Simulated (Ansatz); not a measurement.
Breaking the B1–H2 bond in C2H5B (SMILES BC=C) (multiplicity 1 held, fragments rigid). Energies count from the point at 1.194 Å.
Geometry at that point (charge 0, multiplicity 1):
```xyz
8

B     -0.19234     0.13481     1.34229
H     -0.50441     1.28521     1.41150
H     -0.13703    -0.51541     2.34022
C      0.12717    -0.46654    -0.03329
C      0.06087     0.27672    -1.14769
H      0.41542    -1.50959    -0.14141
H      0.28057    -0.11862    -2.13458
H     -0.22108     1.32325    -1.10132
```

Signs of static correlation in cc-pVTZ, with CASSCF(2,2), from Ansatz (a program for electronic structure) runs.

| R (Å) | T1 of restricted CCSD | ⟨S²⟩ of UHF | largest double amplitude of restricted CCSD | weight of the CASSCF reference in MRCISD | CASSCF natural occupations |
|---|---|---|---|---|---|
| 0.955 | 0.011 | 0.022 | 0.073 | 0.882 | 1.99 0.01 |
| 1.075 | 0.011 | 0.022 | 0.073 | 0.882 | 1.99 0.01 |
| 1.194 | 0.011 | 0.022 | 0.074 | 0.882 | 1.98 0.02 |
| 1.313 | 0.011 | 0.022 | 0.074 | 0.882 | 1.98 0.02 |
| 1.433 | 0.011 | 0.021 | 0.074 | 0.882 | 1.97 0.03 |
| 1.612 | 0.012 | 0.020 | 0.075 | 0.882 | 1.95 0.05 |
| 1.791 | 0.014 | 0.017 | 0.075 | 0.882 | 1.93 0.07 |
| 2.089 | 0.019 | 0.432 | 0.175 | 0.882 | 1.86 0.14 |
| 2.388 | … | 0.781 | 0.260 | 0.882 | 1.77 0.23 |
| 2.746 | … | 0.961 | 0.380 | 0.883 | 1.61 0.39 |
| 3.224 | 0.070 | 1.045 | 0.570 | 0.883 | 1.38 0.62 |
| 3.821 | 0.099 | 1.072 | 0.804 | 0.883 | 1.18 0.82 |

Task: Complete the blanks.

Result: 
- 2.388, T1 of restricted CCSD: 0.028
- 2.746, T1 of restricted CCSD: 0.043

Doubts at one or more of the structures used: a restricted determinant that unrestricted orbitals would lower (R-CCSD(T)/cc-pVTZ); other coupled-cluster roots lie near (R-CCSD(T)/cc-pVTZ); T1 above 0.05 (R-CCSD(T)/cc-pVTZ, U-CCSD(T)/cc-pVTZ); a spin-contaminated determinant (U-CCSD(T)/cc-pVTZ).
